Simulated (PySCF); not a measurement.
Computed shifts of a molecule C2H9FOSi2, PySCF with PBE/pcSseg-1, GIAO, gas phase, atoms alike by connectivity averaged where their shifts nearly agree, in ppm (number of nuclei): ¹³C: 60.8 (1), -4.0 (1). ²⁹Si: 22.5 (1), -79.5 (1). ¹⁹F: -234.8 (1). ¹H: 5.47 (1), 4.15 (3), 4.03 (1), 3.82 (1), 0.69 (1), 0.49 (1), 0.43 (1). References: ¹⁷O against H2O (σ = 334.3 ppm); ¹³C against TMS (σ = 182.0 ppm); ²⁹Si against TMS (σ = 335.4 ppm); ¹⁹F against CFCl3 (σ = 133.6 ppm); ¹H against TMS (σ = 31.49 ppm), references at their B3LYP-D3(BJ)/def2-TZVP geometries, non-relativistic. The structure is a stationary point at B3LYP-D3(BJ)/def2-SVP. One conformer was computed; it need not be the lowest.

Which structure fits?
A) C[SiH2][Si@@H](O)CF
B) C[Si](C)(O)[SiH2]F
C) CC[Si@](O)(F)[SiH3]
D) OC[Si@H](F)C[SiH3]

D, OC[Si@H](F)C[SiH3]
